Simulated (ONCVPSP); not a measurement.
zirconium (Zr): ONCV pseudisation with PBEsol, scalar-relativistic reference atom.

zirconium (Zr), optimised norm-conserving Vanderbilt (ONCV), made with ONCVPSP 4.0.1 (PBEsol, scalar-relativistic). Core [Ar] 3d10, reference 4s2 4p6 4d3 5s1. Waves: 4s+5s: rc 2.05 bohr, ncon 4, nbas 8, qcut 6.4 1/bohr, 2 projectors; 4p: rc 1.40 bohr, ncon 4, nbas 9, qcut 4.7 1/bohr, 2 projectors, debl 2.4 Ha; 4d: rc 2.95 bohr, ncon 5, nbas 10, qcut 6.3 1/bohr, 3 projectors, debl 0.6 Ha. Local part: polynomial inside 1.10 bohr (lpopt 2, dvloc0 0 Ha). Core correction: Teter function, fcfact 2.25, rcfact 1.7.

- Cutoffs needed: 61 Ha and 135 Ha (the cutoffs (Ha) at which the residual kinetic energy of the hardest occupied pseudo-wave falls to 1 and 0.1 mHa per electron)
- Ghost test: no bound ghost flagged; no localised positive-energy state flagged
- Largest excitation error: +26 meV (all-electron minus pseudo) for 4s2 4p6 4d1 5s2 5p1, out of 4 test configurations
- rms error of d²Exc/dni dnj: 2.74 mHa without and 1.57 mHa with the model core
